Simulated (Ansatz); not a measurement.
Single points on Li6N2⁻.

```yaml
crystal:
  periodic: [false, false, false]
  atoms:
    - {symbol: Li, position_ang: [-0.058254, 1.567711, -1.815377]}
    - {symbol: Li, position_ang: [2.152537, -0.964838, -0.579855]}
    - {symbol: Li, position_ang: [0.272384, 0.682731, 0.902586]}
    - {symbol: Li, position_ang: [1.141214, -2.324578, 1.878805]}
    - {symbol: Li, position_ang: [-0.743015, -0.818641, -0.361409]}
    - {symbol: Li, position_ang: [-2.580430, 1.905294, -0.230179]}
    - {symbol: N, position_ang: [0.861578, -1.115156, 0.630994]}
    - {symbol: N, position_ang: [-1.046023, 1.067457, -0.425564]}
basis:
  gaussian: {orbitals: def2-TZVPD, initial_orbitals: start.molden}
total_charge: -1
magnetization: {spin_polarized: true, initial_magnetization: 1}
hamiltonian: {xc: {name: revPBE}, dispersion: d4}
scf: {omitted_lower_state_checks: [starts]}
output: {orbitals: {seedname: orbitals}}
```

The file start.molden holds the orbitals of an earlier run on this structure, at another level or in another basis.

```sh
$ ansatz run in.yaml --threads 4 --pin off --events-out ev --progress --plain --max-ram 3916MiB
```

Shortened log:

```
Functional definition: revPBE
1348 factors; their error is unknown
mean field evaluation 1: about -4209.0225 eV, gradient 6.6e0 eV
mean field evaluation 2: about -4209.1252 eV, gradient 2.4e-1 eV
mean field evaluation 4: about -4209.1259 eV, gradient 8.7e-2 eV
mean field evaluation 8: about -4209.1261 eV, gradient 2.2e-5 eV
mean field -4209.12613158 eV, -154.6825322873 hartree, gradient 2.2e-5 eV, S^2 0.980797; 0 other end points of the search recorded, 0 dependent functions left out
reference -4209.12619012 eV, -154.6825344387 hartree; 17, 16 occupied and 159, 160 virtual orbitals, 1348 factors
Total energy: -4209.45382023 eV, -154.6945746230 hartree
Checks for a lower state left out: starts
```

Run time 3.2 s (4 threads of Arm Neoverse V1 on a shared host).

The first input with `hamiltonian: {xc: {name: CAM-B3LYP}, dispersion: d4}` (abridged; 12 s):

```
Functional definition: CAM-B3LYP
mean field -4206.48250094 eV, -154.5853806535 hartree, gradient 2.0e-5 eV, S^2 0.769306
Total energy: -4206.59426823 eV, -154.5894880253 hartree
Checks for a lower state left out: starts
```

Geometry: PBE-D4/def2-TZVPD.

At revPBE-D4/def2-TZVPD the charge -1 doublet is spin-contaminated (final ⟨S²⟩ up to 0.98, 0.75 for a pure state). At revPBE-D4/def2-TZVPD, CAM-B3LYP-D4/def2-TZVPD the highest occupied level of the charge -1 doublet lies above zero (up to 0.52 eV). By energy differences its removal costs 0.60 eV (vertical, to the charge 0 singlet, at PBE-D4/def2-TZVPD). Another isomer (doublet) lies 0.09 eV lower at PBE0-D4/def2-TZVPD; other spin states weren't run for this one.
